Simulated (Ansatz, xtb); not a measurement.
Relative energy of two isomers of CH6F3GeNSi

We compare X, `N[SiH2][GeH2][C](F)(F)F`, a singlet, with Y, `N[Si@@H]([GeH3])C(F)(F)F`, a singlet. Both are isolated molecules in the gas phase, relaxed with r2SCAN-D4/def2-SVP; the shapes shown needn't be the lowest conformers.

X (Å):

```yaml
atoms:
  - { symbol: C, position_ang: [-0.7998, 1.2927, -0.0537] }
  - { symbol: F, position_ang: [-0.7692, 2.6356, -0.1987] }
  - { symbol: F, position_ang: [-1.8810, 0.8464, -0.7153] }
  - { symbol: F, position_ang: [0.2896, 0.8121, -0.7130] }
  - { symbol: Ge, position_ang: [-0.7386, 0.7704, 1.8803] }
  - { symbol: N, position_ang: [2.6633, 0.9415, 1.5327] }
  - { symbol: Si, position_ang: [1.4168, 1.5377, 2.5834] }
  - { symbol: H, position_ang: [2.5594, 1.1257, 0.5369] }
  - { symbol: H, position_ang: [2.9644, -0.0210, 1.6639] }
  - { symbol: H, position_ang: [1.7030, 1.0658, 3.9692] }
  - { symbol: H, position_ang: [1.3845, 3.0290, 2.5389] }
  - { symbol: H, position_ang: [-1.9959, 1.3877, 2.5122] }
  - { symbol: H, position_ang: [-0.8778, -0.7609, 1.8697] }
```

Y (Å):

```xyz
13

C     0.8583    0.5772    1.4760
F     2.0862    0.0702    1.2195
F     0.6172    0.3840    2.7929
F     0.9422    1.9188    1.2888
Ge    0.0721    0.4582   -1.8698
N    -2.0996    0.3058    0.7009
Si   -0.4979   -0.2113    0.3346
H    -2.4113    1.2378    0.4462
H    -2.5697   -0.0207    1.5402
H    -0.3896   -1.6760    0.5899
H     1.5864    0.3707   -2.0980
H    -0.6422   -0.4146   -2.9116
H    -0.3707    1.9156   -2.0790
```

Estimate E(Y) − E(X) at the level CCSD(T)/def2-SVP + ΔMP2/def2-TZVPP.

Calculated at CCSD(T)/def2-SVP + ΔMP2/def2-TZVPP: E(Y) − E(X) = −15.6 kJ/mol, so structure Y lies lower.

Level by level:

```tsv
level	geometry	E(Y) − E(X) (kJ/mol)	departure from the last row (kJ/mol)	job, with rough time for the two
r2SCAN-D4/def2-SVP	r2SCAN-D4/def2-SVP	−13.4	+2.3	optimisation, 2.1 min
HF/def2-SVP	r2SCAN-D4/def2-SVP	−20.4	−4.8	part of the CCSD(T) run
MP2/def2-SVP	r2SCAN-D4/def2-SVP	−17.3	−1.6	part of the CCSD(T) run
CCSD(T)/def2-SVP	r2SCAN-D4/def2-SVP	−16.9	−1.3	single point
CCSD(T)/def2-SVP + ΔMP2/def2-TZVPP	r2SCAN-D4/def2-SVP	−15.6		single point, 96 s
```

As drawn, Y has 1 C–Si, 1 Ge–H in place of 1 C–Ge, 1 Si–H.

The levels shown agree on the order. The largest departure from CCSD(T)/def2-SVP + ΔMP2/def2-TZVPP is that of HF/def2-SVP, 4.8 kJ/mol. Levels run at GFN2-xTB geometries aren't shown. The last row adds to CCSD(T) the change of the MP2 difference between the two basis sets, here +1.3 kJ/mol.

With thermal terms from frequencies at re-optimised GFN2-xTB minima (ideal gas, soft modes damped towards free rotors, one conformer each, 298.15 K, 1 atm): the zero-point term adds +2.1 kJ/mol; ΔH is −14.5 and ΔG −12.2 kJ/mol.

The correlated steps freeze 19 core orbitals; the filled d shell of Ge is correlated, in a basis made for valence electrons. Mirror images aren't counted in ΔG. Codes used: Ansatz 0.2.0, xtb 6.7.1; the last row on 2 threads of Intel(R) Xeon(R) 6975P-C (Granite Rapids) on a shared host.
